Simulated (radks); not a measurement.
Polarisability of neutral scandium, [Ar] 3d1 4s2, at imaginary frequency. Calculated with a radial shooting solver on a logarithmic mesh with Libxc functionals: non-relativistic Kohn-Sham, PBE, spin-polarised, spherical densities, point nucleus; open shells are filled with parallel spins first. Response by self-consistent Sternheimer equations with the Hartree and adiabatic LDA kernel.

w (hartree),alpha1(iw) (bohr^3)
0.00266,120.9
0.0143,119.5
0.0360,112.3
0.0697,94.24
0.118,67.57
0.186,42.31
0.280,24.68
0.413,14.17
0.605,8.231
0.892,4.833
1.35,2.767
2.12,1.440
3.59,0.6242
6.94,0.2057
17.5,0.04300

Static values: alpha1 = 120.9 bohr^3 (17.92 angstrom^3; uncoupled 234.1). C6 = 1503, triple-dipole C9 = 132500 atomic units. One-pole (London) frequency 4 C6 / (3 alpha1^2) = 0.137 hartree, against 0.134 for minus the highest occupied eigenvalue. Recommended static value: 97 bohr^3 (Schwerdtfeger and Nagle, 2023 table).
